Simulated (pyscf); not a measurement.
## [Cl–VH(Cl)–Cl]•, doublet

Gas-phase minimum from PySCF at ωB97X-D3(BJ)/def2-SVP, one conformer. 

```xyz
5

Cl     0.9721     1.3930    -0.8621
V      0.6018    -0.3641     0.2678
Cl     1.2121    -0.1327     2.2896
Cl    -1.0073    -1.6414    -0.1893
H      1.7282    -1.3021    -0.2898
```
Charge 0, spin multiplicity 2.

Bond lengths (Å): Cl1–V2 2.122, V2–Cl3 2.125, V2–Cl4 2.105, V2–H5 1.568. Angles (°): Cl1–V2–Cl3 111.5, Cl1–V2–Cl4 121.4, Cl1–V2–H5 100.4, Cl3–V2–Cl4 119.5, Cl3–V2–H5 101.4, Cl4–V2–H5 96.3.

Properties at ωB97X-D3(BJ)/def2-SVP:

```json
{
  "harmonic_wavenumbers_unscaled": "45, 114, 123, 362, 404, 494, 518, 590, 1965 cm⁻¹",
  "zero_point_energy": "6.6 kcal/mol",
  "rotational_symmetry_number": "1",
  "Entropy of this conformer at 298 K and 1 atm, rigid rotor and harmonic oscillator, modes under 100 cm⁻¹ raised to 100": "353.8 J/(mol K)",
  "dipole_moment": "0.60 D",
  "Spin expectation value S2": "0.762"
}
```

Single-point totals, which compare only within one level:

```csv
level,total energy (hartree)
ωB97X-D3(BJ)/def2-TZVP,-2325.36221
PBE/def2-TZVP,-2324.61399
r²SCAN/def2-TZVP,-2325.28064
B3LYP-D3(BJ)/def2-TZVP,-2325.45823
PBE0-D3(BJ)/def2-TZVP,-2324.71709
M06-2X/def2-TZVP,-2325.26204
ωB97M-D3(BJ)/def2-TZVP,-2325.54463
```

The lowest mode is so soft that the shape along it may change with the basis. Open-shell species with a d-block atom are single-reference here; other states, and whether the spin sits on metal or ligand, were not checked.
